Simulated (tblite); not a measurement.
Record of a relaxation.

Species: C4H11AsGeS.
Atom-mapped SMILES: `[CH2:1]=[CH:2][CH2:3][CH2:4][Ge@H:5]([SH:6])[AsH2:7]` (hydrogens: H8, H9 on C1; H10 on C2; H11, H12 on C3; H13, H14 on C4; H15 on Ge5; H16 on S6; H17, H18 on As7)

Computed with GFN2-xTB (tblite), gas phase: L-BFGS steps from a force-field or distance-geometry start until the largest atomic force falls under 0.01 eV/Å. 11 of its 161 geometries are shown.

Step 0: E = -589.6033 eV, largest atomic force 2.808 eV/Å
```
atom  x, y, z in Å  |  force x, y, z in eV/Å
C1     -2.416    0.896    0.505   -0.574   0.430  -2.043
C2     -2.133    0.140   -0.567    0.185   0.125   2.799
C3     -1.336   -1.100   -0.275   -1.262  -0.942  -1.404
C4     -0.053   -1.019   -1.051    0.091  -1.061  -0.794
Ge5     1.054    0.480   -0.577    1.661   1.202   0.356
S6      2.403    0.822   -2.332    1.149  -0.147  -0.656
As7     2.417    0.123    1.349   -0.431  -0.851   1.949
H8     -2.111    0.645    1.497   -0.042   0.078   0.161
H9     -2.993    1.794    0.286    0.172  -0.088   0.689
H10    -2.454    0.414   -1.551    0.099  -0.220  -0.213
H11    -1.907   -1.946   -0.733    0.187   0.165   0.470
H12    -1.226   -1.321    0.798    0.128   0.407  -0.405
H13     0.507   -1.969   -0.946   -0.049   0.377  -0.053
H14    -0.290   -0.916   -2.135    0.090  -0.139   0.542
H15     0.269    1.802   -0.361    0.118  -0.259  -0.256
H16     3.664    0.238   -2.057   -1.448   0.477   0.160
H17     3.758   -0.610    0.976   -0.353   1.017  -0.364
H18     2.839    1.535    1.897    0.280  -0.568  -0.938
```

Step 16: E = -590.7331 eV, largest atomic force 0.159 eV/Å
```
atom  x, y, z in Å  |  force x, y, z in eV/Å
C1     -2.455    0.946    0.500    0.015  -0.075   0.020
C2     -2.136    0.129   -0.487   -0.019   0.015  -0.070
C3     -1.338   -1.125   -0.328   -0.037   0.076   0.081
C4     -0.016   -1.042   -1.092   -0.150  -0.050   0.012
Ge5     1.193    0.455   -0.522   -0.029   0.072  -0.042
S6      2.439    0.901   -2.335    0.131   0.030   0.005
As7     2.335    0.000    1.575   -0.050  -0.042   0.082
H8     -2.170    0.721    1.516   -0.008   0.076   0.000
H9     -3.019    1.852    0.342    0.032  -0.086   0.019
H10    -2.443    0.354   -1.502    0.022   0.009  -0.023
H11    -1.918   -1.975   -0.712    0.061   0.060   0.058
H12    -1.142   -1.290    0.735    0.026  -0.047   0.002
H13     0.522   -1.986   -0.968    0.036   0.004  -0.034
H14    -0.221   -0.924   -2.156    0.010  -0.009  -0.050
H15     0.377    1.749   -0.449   -0.042  -0.021   0.022
H16     3.521    0.241   -1.949   -0.016  -0.027   0.020
H17     3.605   -0.398    0.885    0.031  -0.039  -0.066
H18     2.856    1.400    1.669   -0.013   0.051  -0.036
```

Step 32: E = -590.7604 eV, largest atomic force 0.097 eV/Å
```
atom  x, y, z in Å  |  force x, y, z in eV/Å
C1     -2.458    0.941    0.511   -0.017  -0.029   0.013
C2     -2.123    0.128   -0.473    0.007  -0.006  -0.003
C3     -1.305   -1.113   -0.306    0.005   0.015  -0.001
C4     -0.023   -1.041   -1.133   -0.033   0.003  -0.013
Ge5     1.170    0.471   -0.557    0.026   0.038   0.041
S6      2.571    0.997   -2.230    0.048  -0.048   0.005
As7     2.286    0.002    1.551    0.067   0.005  -0.030
H8     -2.169    0.742    1.532    0.005   0.009  -0.010
H9     -3.048    1.827    0.346    0.007  -0.009   0.005
H10    -2.430    0.344   -1.490    0.008  -0.017   0.024
H11    -1.894   -1.973   -0.645    0.027  -0.003   0.059
H12    -1.056   -1.254    0.751   -0.018   0.001  -0.033
H13     0.535   -1.976   -1.025   -0.016   0.009  -0.024
H14    -0.275   -0.933   -2.189    0.028   0.014  -0.030
H15     0.319    1.740   -0.471    0.015   0.005  -0.043
H16     3.518    0.137   -1.869   -0.063   0.034  -0.023
H17     3.543   -0.430    0.830   -0.083  -0.021   0.045
H18     2.830    1.399    1.590   -0.013   0.001   0.018
```

Step 48: E = -590.7865 eV, largest atomic force 0.137 eV/Å
```
atom  x, y, z in Å  |  force x, y, z in eV/Å
C1     -2.479    0.885    0.550    0.016   0.060   0.040
C2     -2.112    0.084   -0.431   -0.007  -0.031   0.044
C3     -1.200   -1.086   -0.270    0.099  -0.045  -0.045
C4     -0.008   -0.959   -1.214    0.073   0.043  -0.082
Ge5     1.167    0.566   -0.613    0.020  -0.064  -0.060
S6      2.730    0.988   -2.165    0.018  -0.020  -0.031
As7     2.074    0.091    1.591   -0.014   0.130   0.041
H8     -2.130    0.744    1.558    0.029  -0.066   0.108
H9     -3.144    1.715    0.398   -0.044   0.068  -0.053
H10    -2.464    0.261   -1.438   -0.049  -0.053  -0.033
H11    -1.754   -2.012   -0.468    0.052   0.053  -0.088
H12    -0.829   -1.137    0.759   -0.065   0.001   0.080
H13     0.578   -1.886   -1.230   -0.087   0.103   0.020
H14    -0.348   -0.763   -2.233   -0.003  -0.094   0.022
H15     0.335    1.848   -0.708    0.028   0.007   0.025
H16     3.468   -0.082   -1.893   -0.038   0.022   0.010
H17     3.234   -0.617    0.951    0.022  -0.035   0.009
H18     2.873    1.367    1.581   -0.051  -0.080  -0.008
```

Step 64: E = -590.8116 eV, largest atomic force 0.081 eV/Å
```
atom  x, y, z in Å  |  force x, y, z in eV/Å
C1     -2.479    0.841    0.613    0.028  -0.005  -0.027
C2     -2.123    0.036   -0.370    0.053  -0.034  -0.019
C3     -1.114   -1.062   -0.270    0.042  -0.034  -0.017
C4      0.017   -0.862   -1.278    0.004   0.019   0.003
Ge5     1.210    0.651   -0.692   -0.041  -0.020  -0.056
S6      2.855    0.932   -2.194   -0.037  -0.016   0.055
As7     1.863    0.250    1.609    0.062  -0.027   0.026
H8     -2.065    0.752    1.606    0.039  -0.017  -0.002
H9     -3.210    1.618    0.467   -0.002   0.000   0.034
H10    -2.565    0.151   -1.353   -0.007  -0.001   0.009
H11    -1.601   -2.024   -0.458   -0.049   0.015  -0.058
H12    -0.698   -1.102    0.746   -0.026   0.034   0.003
H13     0.624   -1.773   -1.339   -0.050   0.050  -0.010
H14    -0.387   -0.668   -2.274    0.023  -0.038   0.068
H15     0.447    1.967   -0.861   -0.018   0.016  -0.010
H16     3.410   -0.244   -1.940    0.028  -0.014  -0.002
H17     2.891   -0.764    1.162   -0.074   0.028   0.008
H18     2.916    1.307    1.548    0.025   0.043  -0.004
```

Step 80: E = -590.8389 eV, largest atomic force 0.100 eV/Å
```
atom  x, y, z in Å  |  force x, y, z in eV/Å
C1     -2.378    0.797    0.673    0.023  -0.042   0.033
C2     -2.135   -0.006   -0.345    0.050  -0.019   0.005
C3     -1.096   -1.082   -0.326    0.005  -0.032  -0.021
C4      0.034   -0.807   -1.318   -0.032  -0.027   0.001
Ge5     1.184    0.730   -0.724   -0.021   0.019   0.043
S6      2.966    0.869   -2.077   -0.029   0.028  -0.051
As7     1.739    0.536    1.633   -0.026  -0.001  -0.036
H8     -1.820    0.702    1.592    0.030   0.027   0.091
H9     -3.147    1.550    0.656    0.031   0.020  -0.059
H10    -2.700    0.085   -1.264    0.027  -0.017  -0.016
H11    -1.567   -2.037   -0.582   -0.018   0.010  -0.008
H12    -0.680   -1.176    0.687   -0.002   0.033  -0.043
H13     0.673   -1.693   -1.389   -0.030   0.006  -0.028
H14    -0.372   -0.615   -2.311    0.011  -0.002   0.014
H15     0.479    2.046   -1.059   -0.033   0.029  -0.012
H16     3.353   -0.379   -1.866    0.021  -0.039   0.030
H17     2.427   -0.776    1.341    0.000   0.048   0.017
H18     3.028    1.263    1.401   -0.009  -0.042   0.040
```

Step 96: E = -590.8591 eV, largest atomic force 0.054 eV/Å
```
atom  x, y, z in Å  |  force x, y, z in eV/Å
C1     -2.260    0.783    0.723    0.030  -0.038  -0.014
C2     -2.079   -0.036   -0.297    0.000   0.028   0.009
C3     -1.061   -1.128   -0.353   -0.019   0.007   0.023
C4      0.033   -0.791   -1.363   -0.022  -0.001   0.006
Ge5     1.139    0.777   -0.760    0.035  -0.025  -0.033
S6      2.947    0.806   -2.089    0.000   0.009   0.007
As7     1.626    0.705    1.619   -0.040  -0.005   0.008
H8     -1.685    0.695    1.634    0.033  -0.021  -0.008
H9     -3.004    1.562    0.702    0.014  -0.006   0.002
H10    -2.681    0.070   -1.192    0.019   0.011   0.002
H11    -1.553   -2.062   -0.643    0.022  -0.006   0.005
H12    -0.608   -1.271    0.637   -0.031   0.019   0.011
H13     0.695   -1.650   -1.498   -0.005  -0.042   0.034
H14    -0.406   -0.571   -2.335   -0.025   0.022  -0.029
H15     0.428    2.066   -1.183    0.004   0.025  -0.012
H16     3.322   -0.419   -1.741    0.013   0.031   0.001
H17     2.107   -0.714    1.459    0.002  -0.006   0.002
H18     3.030    1.183    1.405   -0.033  -0.002  -0.014
```

Step 112: E = -590.8714 eV, largest atomic force 0.061 eV/Å
```
atom  x, y, z in Å  |  force x, y, z in eV/Å
C1     -2.153    0.786    0.752   -0.033  -0.027   0.023
C2     -2.042   -0.025   -0.283    0.019   0.052   0.001
C3     -1.066   -1.151   -0.363   -0.021   0.003   0.014
C4      0.015   -0.828   -1.390   -0.010   0.004  -0.007
Ge5     1.106    0.761   -0.807    0.011   0.036  -0.025
S6      2.952    0.821   -2.082   -0.027   0.028  -0.008
As7     1.506    0.741    1.581   -0.006   0.002   0.033
H8     -1.570    0.636    1.651    0.021  -0.001   0.006
H9     -2.848    1.608    0.768   -0.025   0.011  -0.011
H10    -2.647    0.126   -1.169   -0.002   0.013   0.002
H11    -1.583   -2.071   -0.648   -0.003  -0.022  -0.016
H12    -0.609   -1.304    0.622    0.027  -0.022   0.002
H13     0.676   -1.686   -1.527    0.014  -0.036   0.036
H14    -0.438   -0.615   -2.356   -0.026   0.015  -0.053
H15     0.394    2.044   -1.259    0.014  -0.036  -0.024
H16     3.403   -0.343   -1.638    0.021  -0.016   0.015
H17     1.975   -0.686    1.478    0.005  -0.019   0.004
H18     2.919    1.193    1.395    0.024   0.016   0.009
```

Step 128: E = -590.8759 eV, largest atomic force 0.023 eV/Å
```
atom  x, y, z in Å  |  force x, y, z in eV/Å
C1     -2.151    0.795    0.773    0.005  -0.011  -0.004
C2     -2.030    0.009   -0.281   -0.003   0.005   0.005
C3     -1.087   -1.147   -0.370   -0.008   0.008  -0.001
C4      0.010   -0.862   -1.392   -0.001   0.011   0.001
Ge5     1.102    0.732   -0.825    0.000  -0.006   0.011
S6      2.943    0.842   -2.101    0.000  -0.011  -0.008
As7     1.497    0.704    1.571   -0.007   0.012  -0.002
H8     -1.580    0.622    1.676   -0.017  -0.015  -0.004
H9     -2.834    1.627    0.791    0.007  -0.009  -0.004
H10    -2.619    0.191   -1.172    0.012   0.004   0.006
H11    -1.635   -2.048   -0.665    0.000  -0.001   0.010
H12    -0.635   -1.327    0.614    0.000   0.002  -0.010
H13     0.660   -1.735   -1.492    0.000   0.004   0.009
H14    -0.427   -0.669   -2.371   -0.006   0.002  -0.006
H15     0.367    1.993   -1.296    0.005   0.004   0.006
H16     3.479   -0.263   -1.600    0.005  -0.001   0.009
H17     2.045   -0.695    1.453    0.000  -0.003  -0.006
H18     2.886    1.238    1.411    0.007   0.005  -0.011
```

Step 144: E = -590.8786 eV, largest atomic force 0.022 eV/Å
```
atom  x, y, z in Å  |  force x, y, z in eV/Å
C1     -2.145    0.776    0.809    0.005  -0.002   0.004
C2     -2.006    0.036   -0.275   -0.004   0.002  -0.004
C3     -1.103   -1.149   -0.379   -0.002   0.003   0.001
C4     -0.002   -0.884   -1.402   -0.005   0.000   0.000
Ge5     1.089    0.717   -0.853   -0.010  -0.003  -0.007
S6      2.935    0.793   -2.121    0.015   0.010  -0.013
As7     1.490    0.729    1.538    0.019   0.002  -0.004
H8     -1.627    0.533    1.727    0.004  -0.003   0.013
H9     -2.791    1.637    0.837   -0.007  -0.013   0.002
H10    -2.543    0.285   -1.182   -0.005   0.000  -0.011
H11    -1.678   -2.030   -0.680   -0.008   0.002   0.005
H12    -0.651   -1.351    0.600   -0.005  -0.003   0.005
H13     0.645   -1.761   -1.485    0.006   0.008  -0.002
H14    -0.434   -0.705   -2.386   -0.003   0.002   0.001
H15     0.351    1.970   -1.342    0.014  -0.009  -0.003
H16     3.540   -0.193   -1.473    0.005  -0.010   0.001
H17     2.049   -0.669    1.440   -0.006   0.018  -0.004
H18     2.874    1.272    1.350   -0.013  -0.005   0.016
```

Step 160: E = -590.8806 eV, largest atomic force 0.009 eV/Å
```
atom  x, y, z in Å  |  force x, y, z in eV/Å
C1     -2.148    0.735    0.860    0.001   0.001  -0.003
C2     -1.994    0.039   -0.252    0.003  -0.005  -0.001
C3     -1.088   -1.140   -0.387    0.003  -0.005  -0.005
C4     -0.004   -0.867   -1.426    0.000   0.000  -0.004
Ge5     1.106    0.728   -0.898    0.002   0.007   0.005
S6      2.985    0.734   -2.122    0.004  -0.001  -0.003
As7     1.448    0.818    1.500    0.001   0.000   0.004
H8     -1.636    0.461    1.773    0.000   0.000   0.002
H9     -2.805    1.586    0.915   -0.003   0.003   0.005
H10    -2.527    0.315   -1.153    0.002   0.003   0.002
H11    -1.669   -2.018   -0.688   -0.003  -0.003   0.000
H12    -0.623   -1.356    0.583    0.001   0.003  -0.003
H13     0.641   -1.743   -1.528   -0.003  -0.002   0.000
H14    -0.455   -0.679   -2.400   -0.001   0.001  -0.003
H15     0.408    1.979   -1.448   -0.003  -0.003   0.002
H16     3.567   -0.226   -1.415    0.000  -0.006  -0.002
H17     1.913   -0.616    1.470    0.003   0.002   0.006
H18     2.872    1.256    1.340   -0.006   0.004  -0.002
```

Task: Summarise the path.

Result: The energy falls by 1.2773 eV from step 0 to step 160; nine tenths of that is first reached at step 25. It falls at every step. The largest force goes from 2.808 to 0.009 eV/Å. Among the bonds C4–Ge5 changes most (a near tie, within 0.001 Å, with another), from 1.923 to 2.014 Å; the atoms move by 0.764 Å rms after alignment.

Task: Follow the three bonds and two angles with the largest change from start to end.

Result: 
```tsv
step	E above end (eV)	largest force (eV/Å)	C4–Ge5 (Å)	S6–H16 (Å)	As7–H18 (Å)	Ge5–As7–H17 (°)	H17–As7–H18 (°)
0	1.2773	2.808	1.923	1.417	1.572	111.4	105.8
7	0.2081	0.503	2.023	1.345	1.500	94.4	90.8
14	0.1541	0.188	2.010	1.328	1.501	93.6	87.9
21	0.1366	0.125	2.014	1.326	1.503	91.3	89.9
28	0.1234	0.067	2.013	1.324	1.498	91.1	89.4
35	0.1172	0.071	2.015	1.325	1.497	91.2	88.9
42	0.1096	0.095	2.011	1.327	1.499	91.0	89.2
49	0.0907	0.114	2.011	1.328	1.500	89.5	89.2
56	0.0773	0.074	2.008	1.328	1.498	89.9	89.7
63	0.0704	0.070	2.011	1.324	1.492	90.6	89.2
70	0.0582	0.116	2.012	1.327	1.497	90.9	89.0
77	0.0473	0.095	2.012	1.325	1.499	89.9	90.2
83	0.0375	0.081	2.011	1.326	1.495	89.2	89.1
90	0.0281	0.093	2.013	1.326	1.499	89.0	89.0
97	0.0209	0.056	2.013	1.327	1.498	89.3	89.2
104	0.0137	0.067	2.013	1.326	1.496	89.9	89.3
111	0.0099	0.057	2.014	1.325	1.494	89.5	88.9
118	0.0067	0.036	2.015	1.328	1.496	89.1	89.3
125	0.0051	0.025	2.015	1.326	1.497	89.5	89.3
132	0.0043	0.035	2.015	1.326	1.497	89.7	88.9
139	0.0026	0.025	2.013	1.327	1.497	89.7	89.3
146	0.0018	0.024	2.013	1.326	1.498	89.5	89.1
153	0.0004	0.037	2.017	1.327	1.500	89.2	89.2
160	0.0000	0.009	2.014	1.326	1.499	89.3	89.0
```

What follows is the cost of the whole relaxation. Time: 2.5 s wall. Hardware: Arm Neoverse N1, one thread, no GPU, shared host with 64 logical CPUs at a one-minute load of 62.
